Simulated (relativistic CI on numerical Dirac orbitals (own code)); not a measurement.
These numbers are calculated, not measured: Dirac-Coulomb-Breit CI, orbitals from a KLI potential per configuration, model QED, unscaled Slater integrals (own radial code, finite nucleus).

Configuration list (outside the closed core 1s2): 2s2 2p3, 2s 2p4, 2p5, 2p4 3s, 2s2 2p2 3s, 2p4 3p, 2s2 2p2 3p, 2p4 3d, 2s2 2p2 3d, 2s 2p3 3s, 2s 2p3 3p, 2s 2p3 3d, 2s2 2p2 4s, 2s2 2p2 4p, 2s2 2p2 4d, 2s2 2p2 4f, 2s2 2p 3s2, 2s2 2p 3s 3p, 2s 2p3 4s, 2s2 2p2 5s, 2s2 2p 3s 3d, 2s 2p3 4p, 2s2 2p 3p2, 2s2 2p2 5p, 2s2 2p2 5d, 2s2 2p2 5f, 2s 2p3 4d, 2s2 2p2 5g, 2s 2p3 4f, 2s2 2p 3p 3d, 2s 2p2 3s2, 2s2 2p 3d2, 2s 2p2 3s 3p, 2s 2p2 3s 3d, 2s 2p2 3p2, 2s 2p2 3p 3d. Levels of other configurations are missing.

At this charge energies of transitions that change n are usually good to better than 1 %, and those within a shell (Δn = 0) to a few per cent.

Outline of the computed level scheme of Hg LXXIV. Lowest level of each configuration: 2s2 2p3 2P°_3/2 at 0.0 eV; 2s 2p4 4P_5/2 at 2399.3 eV; 2p5 2P°_3/2 at 4998.1 eV; 2s2 2p2 3s 4P_1/2 at 10292.2 eV; 2s2 2p2 3p 2P°_1/2 at 10411.8 eV; 2s2 2p2 3d 2D_3/2 at 11117.8 eV; 2s 2p3 3s 4P°_5/2 at 12665.3 eV; 2s 2p3 3p 4P_3/2 at 12796.0 eV.

Some strong electric-dipole decays among the lowest 45 levels: 2s2 2p2 3d 2D_5/2 → 2s2 2p3 2P°_3/2 (2.0e+15 s⁻¹); 2s 2p3 3p 2P_1/2 → 2s2 2p3 2P°_3/2 (7.5e+14 s⁻¹); 2s 2p3 3p 2D_5/2 → 2s2 2p3 2P°_3/2 (7.3e+14 s⁻¹); 2s 2p3 3p 2D_3/2 → 2s2 2p3 2P°_3/2 (4.8e+14 s⁻¹); 2s2 2p2 3d 2D_3/2 → 2s2 2p3 2P°_3/2 (3.6e+14 s⁻¹); 2s2 2p2 3d 4F_3/2 → 2s2 2p3 2P°_3/2 (3.5e+14 s⁻¹); 2s2 2p2 3s 4P_1/2 → 2s2 2p3 2P°_3/2 (3.4e+14 s⁻¹); 2s2 2p2 3s 2P_1/2 → 2s2 2p3 4S°_3/2 (2.9e+14 s⁻¹).

LS names give the leading component of a level, which can be under half, so a name can repeat, a term be missing and a line seem to break the LS rules.
